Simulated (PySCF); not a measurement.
Geometries of 2 isomers of C3H5ClO2Si, from PBE0-D3(BJ)/def2-SVP geometry optimisation, gas phase (PySCF). One conformer each, no zero-point energy, no frequencies.

Question: Which is lower in electronic energy at this level?
A.
```xyz
12
angstrom
C     -2.011    0.385   -0.176
Si    -0.397   -0.136    0.538
Cl    -0.666   -0.795    2.469
O      0.445   -1.284   -0.366
C      1.715   -0.796   -0.564
C      1.915    0.449   -0.113
O      0.817    1.032    0.474
H     -1.868    0.757   -1.201
H     -2.711   -0.463   -0.194
H     -2.455    1.183    0.438
H      2.427   -1.456   -1.058
H      2.828    1.041   -0.153
```
B.
```xyz
12
angstrom
Cl     2.649    0.897   -0.705
C      1.185    0.175   -0.124
C      1.176   -1.118    0.240
O      0.084   -1.784    0.685
Si    -1.422   -1.074    0.417
O     -1.140    0.557    0.487
C      0.022    1.129   -0.064
H      2.084   -1.725    0.193
H     -1.903   -1.499   -0.925
H     -2.341   -1.465    1.507
H     -0.179    1.523   -1.079
H      0.308    1.995    0.559
```

Answer: A. That is `C1=CO[Si](O1)(C)Cl`, 48.9 kcal/mol below the other.

```json
{"SMILES": "C[Si]1(Cl)OC=CO1", "atoms numbered as above": "[CH3:1][Si:2]1([Cl:3])[O:4][CH:5]=[CH:6][O:7]1", "E (Eh)": "-1016.58849", "relative (kcal/mol)": "0.0", "relative (kJ/mol)": "0.0", "dipole (D)": "1.61"}
{"SMILES": "ClC1=CO[SiH2]OC1", "atoms numbered as above": "[Cl:1][C:2]1=[CH:3][O:4][SiH2:5][O:6][CH2:7]1", "E (Eh)": "-1016.51059", "relative (kcal/mol)": "48.9", "relative (kJ/mol)": "204.5", "dipole (D)": "0.91"}
```

As drawn, the lower has an Si–C bond, which the higher lacks.
